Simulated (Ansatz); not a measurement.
Molecule: C$_{5}$H$_{5}$O$_{2}$, charge 1, multiplicity 1. It need not be the lowest isomer of its formula. SMILES: [OH+]=Cc1ccco1
Structure (B3LYP-D3(BJ)/def2-TZVP (Ansatz, an electronic-structure program) minimum search):
```
C
C 1 1.3702
O 2 1.2996 1 120.38
H 3 0.9705 2 113.25 1 -180.00
O 1 1.3843 2 116.79 3 -180.00
C 5 1.3229 1 106.78 2 180.00
H 6 1.0791 5 116.39 1 -180.00
H 2 1.0869 3 119.94 4 0.00
C 6 1.3881 7 131.86 5 -180.00
H 9 1.0769 6 126.05 7 0.00
C 9 1.3880 10 127.86 6 180.00
H 11 1.0783 9 127.89 10 0.00
```
Charge +1, spin multiplicity 1.

Parts of the frozen-core correlation energy in cc-pwCVTZ (Ansatz, hartree). Frozen orbitals: 7; correlated occupied orbitals by spin: 18 and 18; virtual: 346 and 346. No spin-orbit coupling. No relativistic terms. The restricted reference is unstable.

```tsv
term	value
reference (HF)	-341.82366
MP2 opposite-spin	___
MP2 same-spin	___
CCSD correlation	-1.26259
(T)	___
T1 diagnostic	0.019
largest doubles amplitude	0.079
```

Problem. What belongs in the gaps?

Solution. 
- MP2 opposite-spin, value: -0.93025
- MP2 same-spin, value: -0.31888
- (T), value: -0.06482
